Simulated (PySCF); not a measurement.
A calculated (BHandHLYP, PySCF 2.14, aug-cc-pVTZ with one added diffuse shell each of s, p, d, f type, the non-relativistic Hamiltonian (point nucleus)) atom or ion has these occupied shells.

| shell | electrons | orbital energy (eV) | rms radius, mean of both spins (bohr) |
| --- | --- | --- | --- |
| 1s β | 1 | -119.53 | 0.487 |
| 1s α | 1 | -119.07 | 0.487 |
| 2s β | 1 | -7.921 | 2.77 |
| 2p α | 1 | -3.956 | 3.51 |

Task: Name the element and its charge.

Result: Be (beryllium, neutral), in [He] 2s1 2p1, 2s spin antiparallel (an excited configuration).
